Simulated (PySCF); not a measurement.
ethylenediamine (C2H8N2), singlet, at a GFN2-xTB geometry. Base run: SVWN5/3-21G in PySCF.

The PySCF input:
```python
from pyscf import gto, scf, dft

mol = gto.Mole()
mol.atom = '''
    N     1.803892    0.386268   -0.224428
    C     0.556944    0.177002    0.492213
    C    -0.554922   -0.184469   -0.491756
    N    -1.759348   -0.550724    0.234509
    H     2.552318    0.599947    0.425329
    H     1.714755    1.170961   -0.862384
    H     0.238868    1.053641    1.084956
    H     0.696963   -0.659102    1.180802
    H    -0.234142   -1.049638   -1.076059
    H    -0.702784    0.659142   -1.189946
    H    -2.493257   -0.818000   -0.411963
    H    -2.096663    0.239043    0.775954
'''
mol.basis = '3-21g'
mol.charge = 0
mol.spin = 0
mol.verbose = 3
mol.build()

mf = dft.RKS(mol)
mf.xc = 'lda,vwn'
mf.kernel()
mf.analyze()
```

The base run was repeated with changes; each row names its change, and settings that it needs were set with it.

```csv
change,ΔE vs base (mEh),fitting functions,dipole (D)
base,0.000,-,2.44
auxbasis = def2-tzvp-ri,-0.275,424,2.44
auxbasis = def2-universal-jfit,-0.491,284,2.44
auxbasis = cc-pvdz-jkfit,-0.248,464,2.44
auxbasis = even-tempered beta=3.0,…,…,2.44
auxbasis = even-tempered beta=1.6,…,…,2.44
auxbasis = def2-svp-ri,-9.669,304,2.44
auxbasis = even-tempered beta=2.0,-6.600,276,2.44
auxbasis = default (with mf = mf.density_fit()),-0.225,448,2.44
auxbasis = cc-pvqz-jkfit,…,…,2.44
```

Task: Fill in the missing entries.

Result: 
- auxbasis = even-tempered beta=3.0, ΔE vs base (mEh): -9.949
- auxbasis = even-tempered beta=3.0, fitting functions: 180
- auxbasis = even-tempered beta=1.6, ΔE vs base (mEh): -5.929
- auxbasis = even-tempered beta=1.6, fitting functions: 396
- auxbasis = cc-pvqz-jkfit, ΔE vs base (mEh): -0.054
- auxbasis = cc-pvqz-jkfit, fitting functions: 832

A fitting set is made for a task (jfit for Coulomb, jkfit for Coulomb and exchange, ri for correlation) and for a family of orbital bases.
